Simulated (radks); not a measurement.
Values are calculated unless marked as measured or tabulated.
Q: The magnesium ion Mg+, 11 electrons, occupied as [Ne] 3s1. Code: a radial shooting solver on a logarithmic mesh with Libxc functionals. Model: Dirac Kohn-Sham, PBE, spin-unpolarised, spherical densities, finite nucleus; Fermi nuclear charge, rms radius 3.057 fm. Some entries of the table are withheld. Estimate them.

| orbital | occ. | eigenvalue (eV) | <r^2> (bohr^2) | r(max) (bohr) |
|---|---|---|---|---|
| 1s1/2 | 2 | -1268.800 | 0.02300 | 0.08506 |
| 2s1/2 | 2 | -88.9096 | 0.5842 | (1) |
| 2p1/2 | 2 | -55.8634 | (2) | (3) |
| 2p3/2 | 4 | -55.5742 | (4) | (5) |
| 3s1/2 | 1 | -11.3778 | (6) | (7) |

A: 
(1) 2s1/2 r(max) (bohr): 0.5466
(2) 2p1/2 <r^2> (bohr^2): 0.6046
(3) 2p1/2 r(max) (bohr): 0.4775
(4) 2p3/2 <r^2> (bohr^2): 0.6085
(5) 2p3/2 r(max) (bohr): 0.4790
(6) 3s1/2 <r^2> (bohr^2): 9.013
(7) 3s1/2 r(max) (bohr): 2.359
